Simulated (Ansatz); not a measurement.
The cluster Ti₂F₂⁻. Total charge -1; doublet. Geometry r2SCAN-D4/def2-SVP, that of the neutral singlet; atoms count from 1.

```xyz
4

Ti    0.439    0.870   -0.599
Ti   -1.107   -0.254   -0.140
F     0.633   -1.098   -0.560
F     0.035    0.481    1.299
```

The charge -1 doublet is spin-contaminated (final ⟨S²⟩ up to 1.57, 0.75 for a pure state). The highest occupied level of the charge -1 doublet lies above zero (up to 0.51 eV). Its loss leaves the charge 0 singlet, which lies 0.71 eV higher (vertical, at PBE0-D4/def2-TZVPD), but this difference is unsure: the singlet is doubtful (at the level of its geometry, restricted singlet, unstable towards broken spin symmetry at other levels and untested here). The structure comes from a short search, and lower isomers may exist.

Q: Estimate the Mulliken populations from the PBE0/def2-TZVPD orbitals of Ansatz.

A: 
| atom | charge (e) | spin (α − β) | d electrons |
| --- | --- | --- | --- |
| Ti1 | 0.12 | 1.38 | 2.55 |
| Ti2 | 0.10 | -0.31 | 2.54 |
| F3 | -0.61 | -0.03 | – |
| F4 | -0.61 | -0.03 | – |
Mulliken values and Mayer orders depend strongly on the basis. With diffuse functions, as here, like atoms can get unlike values, and bond orders can come out too low or too high.

Q: Where does the spin sit?

A: Summed by element: Ti 1.07, F -0.07, of 1 unpaired in all. Largest on single atoms: Ti1 1.38, Ti2 -0.31, F4 -0.03.

Q: And the Mayer bond orders between bonded heavy atoms (over 0.3)?

A: Ti1–Ti2 2.98 (1.97 Å).
